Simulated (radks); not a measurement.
Si3+, configuration [Ne] 6p1 (not the ground configuration). Calculated with a radial shooting solver on a logarithmic mesh with Libxc functionals: scalar-relativistic Kohn-Sham, SCAN, spin-unpolarised, spherical densities, finite nucleus; meta-GGA in the generalised Kohn-Sham scheme; Fermi nuclear charge, rms radius 3.1224 fm. Some entries of the table are withheld. Estimate them.

orbital,occ.,eigenvalue (Ry),<r> (bohr)
1s,2,(1),0.1113
2s,2,(2),0.5625
2p,6,-10.81967,(3)
6p,1,-0.48276,11.03

Answer. 
(1) 1s eigenvalue (Ry): -135.8793
(2) 2s eigenvalue (Ry): -14.18832
(3) 2p <r> (bohr): 0.5300
